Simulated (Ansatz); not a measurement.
Ideal-gas functions of CH5AsSi, SMILES `C1[SiH2][AsH]1` at 800 K and 1 bar, from an Ansatz frequency run at PBE0-D4/def2-TZVP.

Molar mass 120.06 g/mol, point group C1 (symmetry number 1), electronic degeneracy 1, moments of inertia 40.215, 135.272, 161.405 u Å². Harmonic wavenumbers (cm⁻¹, unscaled): 380, 402, 462, 481, 609, 633, 664, 772, 825, 899, 933, 947, 1386, 2193, 2250, 2272, 3142, 3229.

Use S(trans) = R[1.5 ln M + 2.5 ln T − 1.1517]; rotational temperatures θ = 24.2544 K / I; S(rot) = R[ln(√π/σ · √(T³/θAθBθC)) + 1.5]; for each mode x = 1.438777 ν̃/T, S = R[x/(eˣ − 1) − ln(1 − e⁻ˣ)] and H = RT x/(eˣ − 1); 1 cm⁻¹ = 0.0119627 kJ/mol; R = 8.31446 J/(mol·K).

Problem. By hand: the entropy, in J/(mol·K).

Solution. Translation 189.1. Rotation: θ = 0.6031, 0.1793, 0.1503 K, giving 117.7. Vibration, mode by mode: 11.64, 11.19, 10.09, 9.77, 7.96, 7.67, 7.32, 6.22, 5.76, 5.17, 4.92, 4.82, 2.59, 0.81, 0.75, 0.72, 0.19, 0.17, in all 97.8. Electronic 0.0. Sum 404.6 J/(mol·K).

Problem. By hand: H − E and G − E in kJ/mol, counted from the electronic energy.

Solution. Zero-point energy ½ × 22479 × 0.0119627 = 134.5; thermal vibration 45.2; translation, rotation and pV give 4 RT = 26.6. H − E = 206.3 kJ/mol, and G − E = 206.3 − 800 × 404.6/1000 = -117.4 kJ/mol.

Vibration gives 24 % of the entropy. The sum counts one conformer and one mirror image; others add a mixing term.
